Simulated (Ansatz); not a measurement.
Compare A (`C#CS[SiH3]`) with its isomer B (`[SiH3]C1=CS1`).

Isolated molecules relaxed with PBE0-D4/def2-TZVP in Ansatz; ΔE leaves out vibrations. CCSD(T)/CBS is the MP2 limit (def2-TZVPP, def2-QZVPP) plus CCSD(T) − MP2 in def2-TZVPP, frozen cores. Functionals use def2-TZVPP. B3LYP here is the variant with VWN-RPA as its local correlation; programs differ in this.

Task: Which is lower in electronic energy at CCSD(T)/CBS, and by how much? (Estimate.)

Result: The calculation gave: A, by 22.3 kcal/mol.

Task: Give E(B) − E(A) in kcal/mol with r2SCAN-D4, ωB97M-V, CCSD/def2-TZVPP, CCSD(T)/def2-SVP, B3LYP, B2PLYP, B3LYP-D4. (Best estimate.)

Result: Ansatz gave: r2SCAN-D4 21.8, ωB97M-V 22.1, CCSD/def2-TZVPP 23.7, CCSD(T)/def2-SVP 23.3, B3LYP 23.0, B2PLYP 23.6, B3LYP-D4 23.0. None reverses the order clearly.

Task: Does the order hold for the free energy at 298.15 K (harmonic terms from PBE0-D4)? (Estimate.)

Result: Ansatz gave: Yes: G(B) − G(A) = +22.3 kcal/mol.

Largest T1 diagnostic: 0.013.

From PBE to PBE0 (25 % exact exchange), in def2-TZVPP and without D4, E(B) − E(A) moves by +0.7 kcal/mol. At CCSD(T), def2-SVP lies +1.0 kcal/mol from the extrapolated value and def2-TZVPP +0.5 kcal/mol.
